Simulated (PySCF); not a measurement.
C₆ coefficients of unlike pairs at PBE0

Calculated with PySCF 2.14 from the dipole response of each species, C₆(A,B) = (3/π) ∫ α_A(iu) α_B(iu) du, in atomic units, from isotropic polarisabilities. For ions this is the dispersion term alone; charge-induced terms of lower order in 1/R come first.

```tsv
species	configuration	basis	relativity	α (bohr³)	C₆ (like pair)
Ge²⁺	[Ar] 3d10 4s2 (1S)	x2c-TZVPPall with one added diffuse shell each of s, p, d type (7s6p5d1f)	spin-free X2C	10.59	39.72
In²⁺	[Kr] 4d10 5s1 (2S)	aug-cc-pwCVDZ-PP with ECP28MDF (6s5p4d1f)	core potential	13.40	57.77
C	[He] 2s2 2p2 (3P)	aug-cc-pwCVDZ (5s4p2d)	none	11.98	48.14
Se⁺	[Ar] 3d10 4s2 4p3 (4S)	aug-cc-pVTZ-PP with ECP10MDF (6s5p4d2f)	core potential	14.27	86.99
```

Question: Estimate C₆ for Se⁺ with Ge²⁺.

Answer: The integral gives 58.57. The combination rule 2 C_A C_B / (C_A α_B/α_A + C_B α_A/α_B) gives 58.52 and the geometric mean 58.78.

No spin-orbit coupling is included.

The other pairs:

```
      pair     C₆
In²⁺, Ge²⁺  47.26
   C, Ge²⁺  43.70
   C, In²⁺  51.86
    Se⁺, C  64.41
 Se⁺, In²⁺  69.69
```
